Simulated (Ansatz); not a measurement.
Ansatz (a program for electronic structure) job for GaF2, SMILES [F][Ga][F], multiplicity 2, r2SCAN-D4/def2-TZVP. 

Ansatz 0.2 input:
```yaml
crystal:
  periodic: [false, false, false]
  atoms:
    - {symbol: Ga, position_ang: [0.00000000, 0.00000000, 0.25243000]}
    - {symbol: F, position_ang: [-0.00000000, -1.70845129, -0.43474056]}
    - {symbol: F, position_ang: [-0.00000000, 1.70845129, -0.43474056]}
basis:
  gaussian:
    orbitals: def2-TZVP
hamiltonian:
  xc: r2scan
  dispersion: d4
magnetization: {spin_polarized: true, initial_magnetization: 1}
relax: {f_tol: 0.002, max_steps: 200}
```

Log of the run:

```
WARN ansatz: RAYON_NUM_THREADS=1 ignored (pool sized by the plan → 1); use --threads N
Functional definition: r2SCAN
integrals: 0.03 GiB planned
680 factors; their error is unknown
mean field: 0.34 GiB planned
mean field evaluation 1: about -57806.8977 eV, gradient 4.4e1 eV
mean field evaluation 2: about -57745.7565 eV, gradient 1.4e2 eV
mean field evaluation 4: about -57812.7487 eV, gradient 5.6e0 eV
mean field evaluation 8: about -57812.8074 eV, gradient 1.1e-1 eV
mean field evaluation 16: about -57812.8074 eV, gradient 4.1e-5 eV
mean field -57812.80744070 eV, -2124.5814865172 hartree, gradient 4.1e-5 eV, S^2 0.754254; 0 other end points of the search recorded, 0 dependent functions left out
the calculation of the forces begins
reference -57812.80745253 eV, -2124.5814869520 hartree; 25, 24 occupied and 85, 86 virtual orbitals, 680 factors
relax step   1: F+E_penalty+E_count = -57812.81462159 eV  Δ(F+E_penalty+E_count) = +0.000e0 eV  max|allowed force component| = 1.528e0 eV/Å  Δτ_max = 0.0000 Å  (32 SCF iters, accepted)
these checks for a lower state are left out or cut short: starts, cluster_reference, orbital_swaps, neighbouring_geometries, increment
integrals: 0.03 GiB planned
680 factors; their error is unknown
mean field: 0.34 GiB planned
mean field -57812.97670787 eV, -2124.5877069711 hartree, gradient 5.8e-6 eV, S^2 0.753687; 0 other end points of the search recorded, 0 dependent functions left out
the calculation of the forces begins
reference -57812.97671970 eV, -2124.5877074057 hartree; 25, 24 occupied and 85, 86 virtual orbitals, 680 factors
relax step   2: F+E_penalty+E_count = -57812.98396174 eV  Δ(F+E_penalty+E_count) = -1.693e-1 eV  max|allowed force component| = 1.032e0 eV/Å  Δτ_max = 0.0968 Å  (36 SCF iters, accepted)
these checks for a lower state are left out or cut short: starts, cluster_reference, orbital_swaps, neighbouring_geometries, increment
integrals: 0.03 GiB planned
680 factors; their error is unknown
mean field: 0.35 GiB planned
mean field evaluation 32: about -57813.0648 eV, gradient 1.2e-5 eV
mean field -57813.06480665 eV, -2124.5909445417 hartree, gradient 1.1e-5 eV, S^2 0.753043; 0 other end points of the search recorded, 0 dependent functions left out
the calculation of the forces begins
reference -57813.06481856 eV, -2124.5909449793 hartree; 25, 24 occupied and 85, 86 virtual orbitals, 680 factors
relax step   3: F+E_penalty+E_count = -57813.07216151 eV  Δ(F+E_penalty+E_count) = -8.820e-2 eV  max|allowed force component| = 6.977e-1 eV/Å  Δτ_max = 0.1370 Å  (41 SCF iters, accepted)
these checks for a lower state are left out or cut short: starts, cluster_reference, orbital_swaps, neighbouring_geometries, increment
integrals: 0.03 GiB planned
680 factors; their error is unknown
mean field: 0.35 GiB planned
mean field -57813.07588398 eV, -2124.5913516259 hartree, gradient 2.0e-5 eV, S^2 0.753111; 0 other end points of the search recorded, 0 dependent functions left out
the calculation of the forces begins
reference -57813.07589577 eV, -2124.5913520591 hartree; 25, 24 occupied and 85, 86 virtual orbitals, 680 factors
relax step   4: F+E_penalty+E_count = -57813.08324500 eV  Δ(F+E_penalty+E_count) = -1.108e-2 eV  max|allowed force component| = 1.734e-1 eV/Å  Δτ_max = 0.0449 Å  (32 SCF iters, accepted)
these checks for a lower state are left out or cut short: starts, cluster_reference, orbital_swaps, neighbouring_geometries, increment
integrals: 0.03 GiB planned
680 factors; their error is unknown
mean field: 0.35 GiB planned
mean field -57813.07905031 eV, -2124.5914679863 hartree, gradient 1.3e-5 eV, S^2 0.753160; 0 other end points of the search recorded, 0 dependent functions left out
the calculation of the forces begins
reference -57813.07906212 eV, -2124.5914684205 hartree; 25, 24 occupied and 85, 86 virtual orbitals, 680 factors
relax step   5: F+E_penalty+E_count = -57813.08639576 eV  Δ(F+E_penalty+E_count) = -3.151e-3 eV  max|allowed force component| = 2.972e-2 eV/Å  Δτ_max = 0.0304 Å  (35 SCF iters, accepted)
these checks for a lower state are left out or cut short: starts, cluster_reference, orbital_swaps, neighbouring_geometries, increment
integrals: 0.03 GiB planned
680 factors; their error is unknown
mean field: 0.35 GiB planned
mean field -57813.07914774 eV, -2124.5914715670 hartree, gradient 1.1e-5 eV, S^2 0.753159; 0 other end points of the search recorded, 0 dependent functions left out
the calculation of the forces begins
reference -57813.07915955 eV, -2124.5914720009 hartree; 25, 24 occupied and 85, 86 virtual orbitals, 680 factors
relax step   6: F+E_penalty+E_count = -57813.08649498 eV  Δ(F+E_penalty+E_count) = -9.923e-5 eV  max|allowed force component| = 2.257e-4 eV/Å  Δτ_max = 0.0044 Å  (35 SCF iters, accepted)
integrals: 0.03 GiB planned
680 factors; their error is unknown
mean field: 0.35 GiB planned
mean field evaluation 64: about -57813.0423 eV, gradient 4.6e0 eV
mean field -57813.07914774 eV, -2124.5914715670 hartree, gradient 1.4e-5 eV, S^2 0.753159; 1 other end points of the search recorded, 0 dependent functions left out
the calculation of the forces begins
reference -57813.07915955 eV, -2124.5914720009 hartree; 25, 24 occupied and 85, 86 virtual orbitals, 680 factors
Total energy: -57813.08650679 eV, -2124.5917420071 hartree
Atom 0 at     0.000000     0.000000     0.417631 Å, force     0.000000     0.000000     0.000226 eV/Å
Atom 1 at    -0.000000    -1.486178    -0.517341 Å, force    -0.000000    -0.000035    -0.000113 eV/Å
Atom 2 at    -0.000000     1.486178    -0.517341 Å, force    -0.000000     0.000035    -0.000113 eV/Å
Dipole moment:     0.000000    -0.000000     0.496117 e Å
```

Self-consistency was reached.

Cost: roughly 40 core-seconds.
